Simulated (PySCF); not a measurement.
An unknown shows these calculated signals:

¹H NMR (400 MHz, computed): δ 5.15 (m, 1H), 1.31 (m, 2H), 0.92 (m, 1H), 0.77 (m, 1H), 0.48 (m, 1H), 0.41 (m, 1H), -0.21 (m, 1H).

¹³C{¹H} NMR (computed): δ 8.2 (CH2), 4.9 (CH2), -4.7 (CH).

Level of theory: GIAO PBE0/pcSseg-1 shieldings, geometry: GFN2-xTB, in PySCF 2.14.0 with density-fitted response routines (one averaged value for each set of equivalent atoms, isolated molecule, single conformer, relativity neglected).

Scale: ¹H (31.72 ppm) and ¹³C (186.93 ppm) against TMS (reference shieldings calculated alike).

Which of these does the molecule contain: a Si–CH3 group, a nitrile, a CF3 group, a three-membered ring, a Si–H bond?

Results:


- A Si–CH3 group: no.
- A nitrile: no.
- A CF3 group: no.
- A three-membered ring: yes.
- A Si–H bond: yes (δH 5.15 (m)).

The data belong to SMILES F[Si](F)(F)[Si@@H](P)C1CC1, C₃H₈F₃PSi₂; they needn't prove each group on their own.

Carbon signals by region: 3 below 50 ppm.

Splittings by ¹⁹F and ³¹P in the carbon and heteronuclear signals aren't shown, as no couplings were computed. Shifts are as computed. Against solution values, carbons near 30 ppm lie about +3 ppm off and those near 130 ppm about +5 ppm. Of 1211 compounds with measured shifts, 218 miss one by over three times the rms of a fit or turn the order of signals round; such compounds aren't used in these exercises. Multiplicities follow the n + 1 count of equivalent neighbours, as no J values were calculated; m marks all less simple cases, F and P coupling included.
